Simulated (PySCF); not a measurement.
## Electron correlation in Dy⁻ (dysprosium, charge -1)

Starting occupation: [Xe] 4f10 6s2 6p1, 4f5/2 with m_j = -5/2, -3/2, -1/2, +1/2, +3/2, +5/2, 4f7/2 with m_j = +1/2, +3/2, +5/2, +7/2, 6p1/2 with m_j = -1/2. Computed with PySCF 2.14 in x2c-SVPall-2c with one added diffuse shell each of s, p, d, f type (8s11p10d4f1g, 128 functions), with X2C-1e with screened-nucleus spin-orbit coupling, Gaussian nucleus. Frozen: [Ar] 3d10; 39 electrons correlated; the 16 highest virtual spinors left out.

MP2 pair energies summed by pair of shells (mhartree):

| pair | energy | share (%) |
| --- | --- | --- |
| 4f-4f | -193.13 | 18.9 |
| 4d-4f | -140.95 | 13.8 |
| 4f-5p | -133.53 | 13.1 |
| 5p-5p | -116.37 | 11.4 |
| 4d-4d | -109.03 | 10.7 |
| 4d-4p | -67.26 | 6.6 |
| 4d-5p | -62.46 | 6.1 |
| 4f-4p | -40.40 | 4.0 |
| 5p-5s | -27.61 | 2.7 |
| 5p-6s | -22.40 | 2.2 |
| 4p-4p | -17.38 | 1.7 |
| 6s-6s | -12.02 | 1.2 |
| 4d-5s | -11.97 | 1.2 |
| 4f-5s | -11.48 | 1.1 |
| 4f-6s | -8.87 | 0.9 |
| 4p-5p | -8.83 | 0.9 |
| 6p-6s | -6.47 | 0.6 |
| 4d-4s | -5.89 | 0.6 |
| 5s-5s | -5.30 | 0.5 |
| 4p-4s | -4.17 | 0.4 |
| 4f-4s | -3.91 | 0.4 |
| 4p-5s | -3.59 | 0.4 |
| 5p-6p | -2.55 | 0.2 |
| 4d-6s | -1.58 | 0.2 |
| 4f-6p | -1.15 | 0.1 |
| 5s-6s | -1.14 | 0.1 |
| 4s-4s | -1.07 | 0.1 |
| 4s-5p | -0.90 | 0.1 |
| 4s-5s | -0.47 | 0.0 |
| 4d-6p | -0.23 | 0.0 |

Total MP2 correlation energy: -1022.5 mhartree.

The GHF reference relaxed away from the jj start to a determinant that is no pure jj level (⟨S²⟩ = 6.55, ⟨J²⟩ = 65.09); the energies belong to that determinant.

The Hartree-Fock reference does not bind the outermost electron (its level is positive or very diffuse), so these energies belong to a reference that the basis holds together.

This basis was not built for core-valence correlation, so the inner-shell part is incomplete.
